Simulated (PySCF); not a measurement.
## A small calculation by hand: entropy of an ideal gas

Ga(F)(OH)(NH2) (FGaH₃NO), SMILES [OH][Ga]([NH2])[F].

Geometry: PBE0-D3(BJ)/def2-SVP. Other conformers were not sampled.

PySCF with PBE0-D3(BJ)/def2-SVP gives the harmonic wavenumbers 129, 161, 187, 218, 306, 360, 673, 727, 751, 776, 840, 1512, 3639, 3752, 3916 cm⁻¹ and the rotational temperatures 0.2949, 0.2727, 0.1418 K. The molar mass is 121.75 g/mol, the symmetry number 1, the spin multiplicity 1.

Work out the entropy at 298.15 K and 1 atm in the rigid-rotor, harmonic-oscillator model.


Translation (Sackur–Tetrode at 1 atm): S = R[1.5 ln M + 2.5 ln T − 1.16487] = 168.6 J/(mol K).
Rotation: q = (√π/σ) T^1.5/√(θA θB θC) = 85400, S = R[ln q + 3/2] = 106.9 J/(mol K).
Vibration: with u = 1.4388 ν/T, each mode gives R[u/(e^u − 1) − ln(1 − e^−u)]:
```
ν (cm⁻¹)  modes     u  S (J/(mol K))
--------  -----  ----  -------------
129           1  0.62          12.39
161           1  0.78          10.62
187           1  0.90           9.44
218           1  1.05           8.27
306           1  1.48           5.79
360           1  1.74           4.69
673           1  3.25           1.42
727           1  3.51           1.15
751           1  3.62           1.05
776           1  3.74           0.95
840           1  4.05           0.74
1512          1  7.30           0.05
```
The stiffer modes add less than 0.005 each. Sum 56.6 J/(mol K).
Spin: R ln 1 = 0.0 J/(mol K).
Total 332.1 J/(mol K); the program's own thermochemistry gives 332.1. Translation makes up 51 % and vibration 17 %. Anharmonicity, hindered rotation and orbital degeneracy are left out.
